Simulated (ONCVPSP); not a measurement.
## Before and after: ONCV potential for platinum (Pt)

```
Element                 : Pt (Z = 78)
Generator               : ONCVPSP 4.0.1
Type                    : optimised norm-conserving Vanderbilt (ONCV)
Functional              : PW91
Relativity              : scalar-relativistic
Frozen core             : [Kr] 4d10 4f14
Valence charge          : 18
Reference configuration : 5s2 5p6 5d9 6s1
Partial waves           : 5s+6s: rc 1.75 bohr, ncon 4, nbas 7, qcut 8.6 1/bohr, 2 projectors; 5p: rc 1.90 bohr, ncon 4, nbas 9, qcut 6.1 1/bohr, 2 projectors, debl 3.9 Ha; 5d: rc 1.95 bohr, ncon 3, nbas 8, qcut 7.6 1/bohr, 1 projector
Local potential         : polynomial inside 1.55 bohr (lpopt 5, dvloc0 1 Ha)
Core correction         : polynomial model core, fcfact 0.5
```

Change: all radii but the core radius scaled by about 0.86 (s 1.50, p 1.64, d 1.68 bohr); local potential polynomial inside 1.34 bohr (lpopt 5, dvloc0 1 Ha).

Cutoffs: the cutoffs (Ha) at which the residual kinetic energy of the hardest occupied pseudo-wave falls to 1 and 0.1 mHa per electron; they do not see the model core or the augmentation charge, which bear on the density cutoff. Errors are all-electron minus pseudo energies relative to the spin-unpolarised reference configuration.

Task: Predict the effect on cutoff, ghosts and configuration errors.

Result: The potential gets harder (22 Ha and 27 Ha → 27 Ha and 31 Ha); of the 4 tests that both files solve, the error grows in 0 and shrinks in 4 by more than 15 % and 0.3 meV (median size 10.7 → 7.9 meV); neither file shows a bound ghost. A smaller radius makes the pseudo-wave follow the all-electron one further in, where it bends more sharply, so more plane waves are needed. Less of the atom is replaced, so other configurations are described better.

```csv
quantity,base,changed
"cutoff, loose",22 Ha,27 Ha
"cutoff, tight",27 Ha,31 Ha
loose cutoff by channel,"s 22 Ha, p 14 Ha, d 19 Ha","s 27 Ha, p 14 Ha, d 19 Ha"
bound ghosts,none,none
GHOST(+) flags under 300 eV,none,none
"error for 5s2 5p6 5d9 6s0, meV [ΔE 9.27 eV]",-5.7,-4.8
"error for 5s2 5p6 5d8 6s0, meV [ΔE 29.32 eV]",-7.5,-5.6
"error for 5s2 5p6 5d7 6s0, meV [ΔE 61.61 eV]",-14,-10
"error for 5s1 5p6 5d9 6s1, meV [ΔE 108.61 eV]",-525,-278
"rms error of d²Exc/dni dnj with the model core, mHa",1.58,1.00
```
